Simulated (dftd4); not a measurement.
AlI2 (SMILES [I][Al][I]), doublet, geometry from GFN2-xTB (such geometries of metal compounds can be far from the true shape) (the spin is typed, not shown lowest); D4 for pbe0 in dftd4.

Here is a job for dftd4.
```
$ dftd4 mol.xyz --func pbe0 --charge 0 --json dftd4.json --noedisp --grad

# file mol.xyz
3

Al     0.00000000     0.00000000     0.00000000
I      0.00000000     0.00000000     2.59006668
I     -0.00000000    -0.00000000    -2.59006668
```

The log (banner, timings and long lists left out):

```
                    ____  _____ _____     ____  _  _
      -------------|  _ \|  ___|_   _|---|  _ \| || |------------
     |             | | | | |_    | | ___ | | | | || |_           |
     |             | |_| |  _|   | ||___|| |_| |__   _|          |
     |             |____/|_|     |_|     |____/   |_|            |
     |             ===================================           |
     |            E. Caldeweyher, S. Ehlert & S. Grimme          |
     |          Mulliken Center for Theoretical Chemistry        |
     |                    University of Bonn                     |
      -----------------------------------------------------------

Rational (Becke-Johnson) damping: pbe0-D4-ATM
---------------------
  s6         1.0000
  s8         1.2007
  s9         1.0000
  a1         0.4009
  a2         5.0293
 alp        16.0000
--------------------

Dispersion energy:      -3.3931835527218E-03 Eh

Gradient norm:           4.5418398591211E-04 Eh/a0
--------------------------------------------------
     #    Z           dE/dx      dE/dy      dE/dz
--------------------------------------------------
     1   13 Al    0.000E+00  0.000E+00  8.470E-22
     2   53 I     0.000E+00  0.000E+00  3.212E-04
     3   53 I     0.000E+00  0.000E+00 -3.212E-04
--------------------------------------------------

Virial:
--------------------------------------------------
      component           x          y          z
--------------------------------------------------
          x       0.000E+00  0.000E+00  0.000E+00
          y       0.000E+00  0.000E+00  0.000E+00
          z       0.000E+00  0.000E+00  3.144E-03
--------------------------------------------------

[Info] Dispersion results written to 'dftd4.txt'
[Info] JSON dump of results written to 'dftd4.json'
```
